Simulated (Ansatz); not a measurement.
CH7AsOSi can be A, `C[SiH2][AsH]O`, or B, `OC([SiH3])[AsH2]`.

Computed with Ansatz on PBE0-D4/def2-TZVP structures; ΔE is electronic, products minus reactants. CCSD(T)/CBS is the MP2 limit (def2-TZVPP, def2-QZVPP) plus CCSD(T) − MP2 in def2-TZVPP, frozen cores. DFT in def2-TZVPP. B3LYP here is the variant with VWN-RPA as its local correlation; programs differ in this. For As outer-core shells are correlated without core-valence functions, which leaves a few kJ/mol of doubt a bond. Scalar relativity is left out up to krypton. Each species was taken in one conformer, which may not be the lowest.

**Question.** Which is lower in electronic energy at CCSD(T)/CBS, and by how much? (Estimate.)

**Answer.** Ansatz gave: A, by 31.6 kcal/mol.

**Question.** Give E(B) − E(A) in kcal/mol with B2PLYP, r2SCAN-D4, CCSD(T)/def2-TZVPP, PBE-D4, ωB97M-V, B3LYP, PBE0-D4. (An estimate is asked.)

**Answer.** Ansatz gave: B2PLYP 32.7, r2SCAN-D4 33.0, CCSD(T)/def2-TZVPP 30.8, PBE-D4 32.3, ωB97M-V 32.0, B3LYP 32.8, PBE0-D4 32.3. None reverses the order clearly.

Largest T1 diagnostic: 0.012.
